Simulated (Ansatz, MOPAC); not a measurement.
Reaction (SMILES): [SiH2]([SiH3])Cl [chloro(silyl)silane] → [SiH2-][SiH2]Cl + H+

Wanted: gas-phase deprotonation energy (enthalpy at 298 K), in kcal/mol. Set-up: non-relativistic; frozen cores in correlated levels; LANL2DZ with its own core potentials from Na on; 6-311+G** with 5d, 6d on Na to Ar in Ansatz (a first-principles code); no spin-orbit coupling; no dispersion term unless named. CBS(X,Y): correlation extrapolated as X^-3; Hartree-Fock from the larger set. Ab initio and DFT rows: single points at B3LYP-D3(BJ) geometries (Ansatz), with unscaled harmonic terms from B3LYP/6-31G* (Ansatz) at its own minima. Semi-empirical rows: MOPAC heats of formation at their own minima for 298 K, the proton's as measured. Sets without +, aug- or the D of def2-TZVPD hold no diffuse functions, which anions need.

Coupled cluster (Ansatz) is a level with limits of its own, used here on species with T1 under 0.025 (0.045 for open shells) and stable references: CCSD(T)/CBS(aug-cc-pV(T+d)Z,aug-cc-pV(Q+d)Z).

Value to compare with, CCSD(T)/CBS(aug-cc-pV(T+d)Z,aug-cc-pV(Q+d)Z) (Ansatz): 352.3 kcal/mol.

```json
[
 {"level": "PM3", "program": "MOPAC", "gas-phase deprotonation energy (enthalpy at 298 K) (kcal/mol)": "335.3", "difference": "-17.0"},
 {"level": "HF/STO-3G", "program": "Ansatz", "gas-phase deprotonation energy (enthalpy at 298 K) (kcal/mol)": "462.3", "difference": "110.0"},
 {"level": "HF/3-21G", "program": "Ansatz", "gas-phase deprotonation energy (enthalpy at 298 K) (kcal/mol)": "342.7", "difference": "-9.6"},
 {"level": "PBE/LANL2DZ", "program": "Ansatz", "gas-phase deprotonation energy (enthalpy at 298 K) (kcal/mol)": "347.9", "difference": "-4.4"},
 {"level": "PBE0/6-311+G**", "program": "Ansatz", "gas-phase deprotonation energy (enthalpy at 298 K) (kcal/mol)": "348.8", "difference": "-3.5"},
 {"level": "MP2/STO-3G", "program": "Ansatz", "gas-phase deprotonation energy (enthalpy at 298 K) (kcal/mol)": "467.9", "difference": "115.6"},
 {"level": "B3LYP/def2-TZVPD", "program": "Ansatz", "gas-phase deprotonation energy (enthalpy at 298 K) (kcal/mol)": "352.4", "difference": "0.1"}
]
```

Among the 6 habitual levels, MP2/STO-3G lies farthest from CCSD(T)/CBS(aug-cc-pV(T+d)Z,aug-cc-pV(Q+d)Z) (Ansatz) (115.6 kcal/mol) and PBE0/6-311+G** nearest (-3.5); 2 of 6 lie above it, and their mean absolute difference is 43.3 kcal/mol, the median 13.3. One case shows no general order.

The levels are drawn from those run, B3LYP/6-31G* more often than the rest, none by its result; left out are runs that failed, that the program found above a lower state of the same kind, or whose <S^2> lies over 0.5 above the pure value.
